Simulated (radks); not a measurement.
Valence configurations of Cd3+ (all share [Kr]). Calculated with a radial shooting solver on a logarithmic mesh with Libxc functionals: scalar-relativistic Kohn-Sham, r2SCAN, spin-polarised, spherical densities, finite nucleus; open shells are filled with parallel spins first (spin-orbit coupling, left out, can overturn this in heavy ions); meta-GGA in the generalised Kohn-Sham scheme; Fermi nuclear charge, rms radius 4.6087 fm. Energies are relative to 4d9; eigenvalues in eV for spin up.

valence,E (eV),moment (Bohr magnetons),e(4d),e(5p),e(5s)
4d9,0.000,1,-46.679,-,-
4d8 5s1,14.169,3,-52.142,-,-35.245
4d8.5 5s0.5,7.057,2,-49.428,-,-33.449
4d8.5 5p0.5,11.318,2,-50.011,-25.244,-
4d7 5s2,31.817,3,-57.476,-,-36.819
4d7 5p2,47.954,5,-59.761,-29.744,-
4d8 5s0.5 5p0.5,18.649,3,-52.720,-26.523,-35.362
4d6 5p3,74.966,7,-66.163,-32.186,-
4d7 5s0.5 5p1.5,43.239,5,-59.215,-29.467,-38.944
4d6 5s2 5p1,59.325,5,-64.105,-30.291,-40.284

NIST lists [Kr] 4d9 as the ground configuration; this level of theory agrees among the configurations tried. The energies are those of spherical high-spin densities, not of single terms.
